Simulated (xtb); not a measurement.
C2H2Cl2, charge +1, doublet, at a GFN2-xTB geometry (a state made from the parent by changing its charge; the spin is typed, not shown lowest); GFN1-xTB in xtb.

Input for xtb:
```
$ xtb mol.xyz --gfn 1 --chrg 1 --uhf 1 --grad --json

# file mol.xyz
6

Cl     2.07534641     0.35490021     0.01824010
C      0.58309707    -0.36698332    -0.00102571
C     -0.58309707     0.36698332     0.00102571
Cl    -2.07534641    -0.35490021    -0.01824010
H      0.55808438    -1.45509337    -0.01552916
H     -0.55808438     1.45509337     0.01552916
```

Output, abridged:

```
   ID    Z sym.   atoms
    1   17 Cl     1, 4
    2    6 C      2, 3
    3    1 H      5, 6

           -------------------------------------------------
          |                Calculation Setup                |
           -------------------------------------------------

           -------------------------------------------------
          |                 G F N 1 - x T B                 |
           -------------------------------------------------

          ...................................................
          :                      SETUP                      :
          :.................................................:
          :  # basis functions                  32          :
          :  # atomic orbitals                  30          :
          :  # shells                           14          :
          :  # electrons                        23          :
          :  # halogen bonds                     0          :
          :  max. iterations                   250          :
          :  Hamiltonian                  GFN1-xTB          :
          :  restarted?                      false          :
          :  GBSA solvation                  false          :
          :  PC potential                    false          :
          :  electronic temp.          300.0000000     K    :
          :  accuracy                    1.0000000          :
          :  -> integral cutoff          0.2500000E+02      :
          :  -> integral neglect         0.1000000E-07      :
          :  -> SCF convergence          0.1000000E-05 Eh   :
          :  -> wf. convergence          0.2000000E-04 e    :
          :  Broyden damping             0.4000000          :
          :  net charge                          1          :
          :  unpaired electrons                  1          :
          ...................................................

 iter      E             dE          RMSdq      gap      omega  full diag
   1    -13.3245578 -0.133246E+02  0.759E+00    3.21       0.0  T
   2    -13.3366964 -0.121386E-01  0.399E+00    3.56       1.0  T
   3    -13.3357080  0.988351E-03  0.143E+00    3.38       1.0  T
   4    -13.3385657 -0.285766E-02  0.176E-01    3.51       1.0  T
   5    -13.3386188 -0.531239E-04  0.323E-02    3.50       1.3  T
   6    -13.3386243 -0.545309E-05  0.162E-04    3.50     251.8  T
   7    -13.3386243 -0.230585E-09  0.173E-04    3.50     235.8  T
   8    -13.3386243 -0.331735E-10  0.726E-07    3.50   56217.0  T

   *** convergence criteria satisfied after 8 iterations ***

         :::::::::::::::::::::::::::::::::::::::::::::::::::::
         ::                     SUMMARY                     ::
         :::::::::::::::::::::::::::::::::::::::::::::::::::::
         :: total energy             -13.244438552251 Eh    ::
         :: gradient norm              0.003962687523 Eh/a0 ::
         :: HOMO-LUMO gap              3.504838906762 eV    ::
         ::.................................................::
         :: SCC energy               -13.338624275571 Eh    ::
         :: -> electrostatic           0.118868626136 Eh    ::
         :: repulsion energy           0.096267277873 Eh    ::
         :: dispersion energy         -0.002081554553 Eh    ::
         :: halogen bond corr.         0.000000000000 Eh    ::
         :: add. restraining           0.000000000000 Eh    ::
         :: total charge               1.000000000000 e     ::
         :::::::::::::::::::::::::::::::::::::::::::::::::::::

           -------------------------------------------------
          |                Property Printout                |
           -------------------------------------------------

    * Orbital Energies and Occupations

         #    Occupation            Energy/Eh            Energy/eV
      -------------------------------------------------------------
         1        2.0000           -1.1690604             -31.8118
         2        2.0000           -1.1667796             -31.7497
         3        2.0000           -0.8986708             -24.4541
         4        2.0000           -0.8439153             -22.9641
         5        2.0000           -0.7953866             -21.6436
         6        2.0000           -0.7799603             -21.2238
         7        2.0000           -0.7489317             -20.3795
         8        2.0000           -0.7343485             -19.9826
         9        2.0000           -0.7038812             -19.1536
        10        2.0000           -0.6772527             -18.4290
        11        2.0000           -0.6658655             -18.1191
        12        1.0000           -0.6325045             -17.2113 (HOMO)
        13                         -0.5037040             -13.7065 (LUMO)
        14                         -0.4230616             -11.5121
        15                         -0.3961969             -10.7811
        16                         -0.3159647              -8.5978
        17                         -0.2982090              -8.1147
        18                         -0.2970988              -8.0845
        19                         -0.2954203              -8.0388
        20                         -0.2954165              -8.0387
        21                         -0.2925463              -7.9606
        22                         -0.2900420              -7.8924
        23                         -0.2813326              -7.6555
       ...                                ...                  ...
        30                          0.2341982               6.3729
      -------------------------------------------------------------
                  HL-Gap            0.1288005 Eh            3.5048 eV
             Fermi-level           -0.6086446 Eh          -16.5621 eV

  Mulliken/CM5 charges         n(s)   n(p)   n(d)
     1Cl    0.30225  0.29760   1.935  4.768 -0.005
     2C     0.09863  0.04693   1.099  2.803  0.000
     3C     0.09863  0.04693   1.099  2.803  0.000
     4Cl    0.30225  0.29760   1.935  4.768 -0.005
     5H     0.09912  0.15547   0.901  0.000  0.000
     6H     0.09912  0.15547   0.901  0.000  0.000

Wiberg/Mayer (AO) data.
largest (>0.10) Wiberg bond orders for each atom

 ---------------------------------------------------------------------------
     #   Z sym  total        # sym  WBO       # sym  WBO       # sym  WBO
 ---------------------------------------------------------------------------
     1  17 Cl   1.605 --     2 C    1.353     4 Cl   0.152
     2   6 C    3.906 --     3 C    1.511     1 Cl   1.353     5 H    0.965
     3   6 C    3.906 --     2 C    1.511     4 Cl   1.353     6 H    0.965
     4  17 Cl   1.605 --     3 C    1.353     1 Cl   0.152
     5   1 H    1.000 --     2 C    0.965
     6   1 H    1.000 --     3 C    0.965
 ---------------------------------------------------------------------------

Topologies differ in total number of bonds
Writing topology from bond orders to xtbtopo.mol

 dipole moment from electron density (au)
     X       Y       Z
  -0.0000   0.0000  -0.0000  total (Debye):    0.000

           -------------------------------------------------
          | TOTAL ENERGY              -13.244438552251 Eh   |
          | GRADIENT NORM               0.003962687523 Eh/α |
          | HOMO-LUMO GAP               3.504838906762 eV   |
           -------------------------------------------------

normal termination of xtb
```
